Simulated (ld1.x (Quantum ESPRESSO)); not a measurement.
# Pb (Z = 82), TM semilocal: configuration errors across variants

| Item | Value |
| --- | --- |
| Element | Pb |
| Generator | ld1.x (Quantum ESPRESSO) 7.5 |
| Type | norm-conserving Troullier–Martins (semilocal form) |
| Functional | BP86 |
| Relativity | scalar-relativistic |
| Frozen core | [Xe] 4f14 5d10 |
| Valence charge | 4 |
| Reference configuration | 6s1.75 6p2.25 |
| Partial waves | 6p (bound): rc 2.50 bohr; 6s (bound): rc 2.05 bohr |
| Local potential | the s channel |
| Core correction | Bessel-smoothed model core, default radius (core density twice the valence density) |

All-electron excitation energies from the reference (eV): (1) 6s2 6p2 -2.149; (2) 6s2 6p1 4.594; (3) 6s2 6p0 18.176; (4) 6s2 6p2.3 -2.994; (5) 6s1 6p0 50.769; (6) 6s0 6p4 15.718; (7) 6s1 6p3 6.596.

A semilocal file is local in each channel, so a ghost entry of none says nothing of the separable form that plane-wave codes build from it.

2 further variants failed, have other tests or another functional or relativity, and are left out.

Errors AE − PS in meV (a dash: test not solved or not reliable):

```tsv
change	(1)	(2)	(3)	(4)	(5)	(6)	(7)	bound ghosts
base	-1.7	-10	-96	-2.6	-548	-114	-22	none
wave 6p (bound): rc 2.50 bohr becomes 6p (bound): rc 3.54 bohr	-0.4	-11	-130	-1.0	-661	-38	-9.3	none
wave 6s (bound): rc 2.05 bohr becomes 6s (bound): rc 1.64 bohr	-1.9	-11	-95	-2.7	-541	-129	-24	none
```

(1) Give the same row for: all radii but the core radius scaled by about 1.30 (s 2.66, p 3.24 bohr).

Answers

(1) -1.8, -10, -103, -2.3, -598, -124, -23; bound ghosts: none.
